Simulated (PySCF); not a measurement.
BeCl, SMILES [Be][Cl], multiplicity 2. Atoms are numbered in the order given.

```xyz
2

Be     0.0000     0.0000    -1.4683
Cl     0.0000     0.0000     0.3455
```
Charge 0, spin multiplicity 2.

Coordinates come from a B3LYP-D3(BJ)/def2-TZVPD optimisation. The multiplicity is an assumed one; other spin states were not compared.

The numbers are results of PBE0/def2-TZVPD (PySCF), not measurements.

Isolated molecule, no solvent.

```json
{
  "total_energy": "-474.78880 hartree",
  "point_group": "C∞v",
  "α spin, highest occupied and lowest empty level": "-6.36 and -1.22 eV",
  "β spin, highest occupied and lowest empty level": "-9.67 and -2.16 eV",
  "dipole_moment": "0.93 D",
  "mean_static_polarisability": "40.5 bohr³ (5.99 Å³)",
  "polarisability_principal_values": "40.2, 40.2, 40.9 bohr³",
  "⟨S²⟩": "0.751 (pure state 0.75)"
}
```
